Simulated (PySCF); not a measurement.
## [Ce(NH3)]3+ at several levels of theory

Computed with PySCF 2.14.0 (density fitting, no spin-orbit coupling) at the geometry relaxed with PBE0:

```xyz
5
[Ce(NH3)]3+ (singlet in the valence; each metal's 4f electrons, 1 of them, lie in its core potential, out of spins and levels)
Ce    0.0000    0.0000   -0.2030
N     0.0000    0.0000    2.2511
H     0.9399    0.0000    2.7077
H    -0.4700    0.8139    2.7077
H    -0.4699   -0.8140    2.7077
```

```csv
level,basis,state,HOMO (eV),gap (eV),charge on Ce1 (e),population of f-type functions on Ce1 (polarisation alone where 4f lies in the core),dipole about the centre of mass (D),largest force component (eV/Å)
PBE0,"Ce lcecp-1-SVP with ECP47, N def2-SVP, H def2-SVP",singlet,-26.87,7.15,2.53,0.02,3.14,0.00
TPSS,the same,singlet,-25.54,5.06,2.50,0.01,3.32,0.27
B3LYP,the same,singlet,-26.58,6.51,2.51,0.02,3.18,0.16
```

In the lcecp rows the 4f levels are missing from HOMO and gap, and the state counts the valence alone.

Charges are Mulliken's, which hang on the basis. The relaxation used the grid (50, 194), these runs (75, 302) or, all-electron (x2c bases, spin-free X2C Hamiltonian), (99, 590).

Q: What does PBE0 with Ce lcecp-1-TZVP with ECP47, N def2-TZVP, H def2-TZVP give here?

A: state singlet, HOMO (eV) -26.79, gap (eV) 7.15, charge on Ce1 (e) 2.59, population of f-type functions on Ce1 (polarisation alone where 4f lies in the core) 0.02, dipole about the centre of mass (D) 3.24, largest force component (eV/Å) 0.29. Time: 4.7 s on 2 threads of Arm Neoverse V1 (shared host), from free ions and atoms.

In the first row's basis the gap widens with exact exchange: 5.1 eV for TPSS (none); 6.5 to 7.2 eV for B3LYP, PBE0 (a fixed share).

An lcecp potential fixes the number of 4f electrons, so in runs with it no electron can move into or out of that shell.
